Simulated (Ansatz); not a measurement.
Computed with Ansatz on PBE0-D4/def2-TZVP structures; ΔE is electronic, products minus reactants. CBS: MP2 limit from def2 TZ/QZ plus the TZ coupled-cluster correction, frozen cores. This one scheme is used for every species. Functionals use def2-TZVPP. One conformer a species, not always the lowest.

`[AlH2][BH]O[SiH3]` + HCl → `[SiH3]OBCl` + `[AlH3]`  (cleavage of the B–Al bond)

| level | ΔE (kJ/mol) |
| --- | --- |
| r2SCAN0 | -146.9 |
| MP2/def2-SVP | -162.9 |
| SCS-MP2/def2-QZVPP | -147.1 |
| MP2/CBS(def2) | -150.9 |

Problem. What does CCSD(T)/CBS give? (Estimate.)

Solution. Ansatz gave: -140.1 kJ/mol. The listed levels differ from it by -6.8, -22.8, -7.0, -10.8 kJ/mol.

Largest T1 diagnostic among the species: 0.013.

From BLYP to BHLYP (50 % exact exchange), in def2-TZVPP and without D4, ΔE moves by −9.2 kJ/mol. Leaving LDA and LC-ωPBE aside and taking each functional with its dispersion term where it has one, the values, not all of them listed here, spread over 24.0 kJ/mol, from B97M-V to PBE-D4. LDA lies −5.5 kJ/mol from PBE without D4.
